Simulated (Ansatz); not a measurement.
Molecule: C₂H₆Cl₂Sn (charge 0, singlet). SMILES: [Cl][Sn]([CH3])([CH3])[Cl]
Geometry: optimised at B3LYP-D3(BJ)/def2-TZVP (Ansatz, an electronic-structure program).

Quantity: vertical ionisation energy (to the doublet state of charge +1; each state is the SCF solution reached for its spin; the UHF <S^2> is 0.85 for the doublet (pure: 0.75)), in eV. Cores are frozen in the correlated levels unless marked. Open shells are spin-unrestricted. Spin-orbit coupling is left out. Frozen are the shells of the preceding noble gas and the d and f shells that filled before the atom's block. In def2 rows, elements after Kr have scalar-relativistic effective core potentials. CBS(X,Y): correlation extrapolated as X^-3; Hartree-Fock from the larger set. [CCSD(T)-MP2]/basis is that difference in the basis named.

```tsv
level	program	vertical ionisation energy (eV)
PBE/def2-TZVPD	Ansatz	9.62
r2SCAN/def2-TZVPD	Ansatz	___
B3LYP/def2-TZVPD	Ansatz	10.01
PBE0/def2-TZVPD	Ansatz	10.09
BHLYP/def2-TZVPD	Ansatz	10.36
CAM-B3LYP/def2-TZVPD	Ansatz	___
wB97M-V/def2-TZVPD	Ansatz	10.48
wB97X-V/def2-TZVPD	Ansatz	10.55
B2PLYP/def2-TZVPD	Ansatz	___
SCS-MP2/def2-SVPD	Ansatz	10.81
SCS-MP2/def2-TZVPPD	Ansatz	10.86
CCSD/def2-SVPD	Ansatz	10.55
CCSD/def2-TZVPPD	Ansatz	___
RI-MP2/CBS(def2-TZVPPD,def2-QZVPPD)+[CCSD(T)-MP2]/def2-TZVPPD	Ansatz	10.61
```

**Question.** Some entries are withheld; supply them.

**Answer.** 
- r2SCAN/def2-TZVPD, vertical ionisation energy (eV): 9.83
- CAM-B3LYP/def2-TZVPD, vertical ionisation energy (eV): 10.39
- B2PLYP/def2-TZVPD, vertical ionisation energy (eV): 10.22
- CCSD/def2-TZVPPD, vertical ionisation energy (eV): 10.59
